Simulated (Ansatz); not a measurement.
Strength of the In–C bond: C3H9InO2 → C2H6InO2 + CH3

Species: C3H9InO2 `C[O][In]([CH3])[O]C`, singlet; C2H6InO2 `C[O][In][O]C`, doublet; CH3 (methyl radical) `[CH3]`, doublet. 

Shapes, held fixed at every level: PBE0-D4/def2-TZVP. Flexible molecules stand in one conformer, not always the lowest. Programs: Ansatz 0.2.0. Electronic energies: no zero-point or thermal term.

(1) Estimate ΔE of this reaction.

Results:

(1) The highest level, CCSD(T)/def2-TZVPP, gives ΔE = +277.5 kJ/mol; the levels span +169.9 to +293.3. The column of differences is taken from that level and isn't an error. Hartree–Fock misses the correlation of the pair that is broken and comes out low. No measured value is set beside it here. Open shells run unrestricted unless RO is named. For atoms past krypton def2 sets carry core potentials with scalar relativity. Correlated rows may include outer-core shells of In, which these sets cover unevenly.

```json
{"level": "HF/def2-SVP", "kind": "Hartree–Fock", "ΔE (kJ/mol)": "+171.1", "less CCSD(T)/def2-TZVPP": "-106.4"}
{"level": "HF/def2-TZVPP", "kind": "Hartree–Fock", "ΔE (kJ/mol)": "+169.9", "less CCSD(T)/def2-TZVPP": "-107.6"}
{"level": "PBE-D4/def2-TZVPP", "kind": "GGA", "ΔE (kJ/mol)": "+254.8", "less CCSD(T)/def2-TZVPP": "-22.7"}
{"level": "wB97X-V/def2-TZVPP", "kind": "range-separated hybrid", "ΔE (kJ/mol)": "+285.3", "less CCSD(T)/def2-TZVPP": "+7.8"}
{"level": "B2PLYP/def2-TZVPP", "kind": "double hybrid", "ΔE (kJ/mol)": "+257.5", "less CCSD(T)/def2-TZVPP": "-20.0"}
{"level": "MP2/def2-TZVPP", "kind": "perturbation theory", "ΔE (kJ/mol)": "+293.3", "less CCSD(T)/def2-TZVPP": "+15.8"}
{"level": "CCSD(T)/def2-SVP", "kind": "coupled cluster or CI", "ΔE (kJ/mol)": "+260.5", "less CCSD(T)/def2-TZVPP": "-17.0"}
{"level": "CCSD(T)/def2-TZVPP", "kind": "coupled cluster or CI", "ΔE (kJ/mol)": "+277.5", "less CCSD(T)/def2-TZVPP": "0.0"}
```
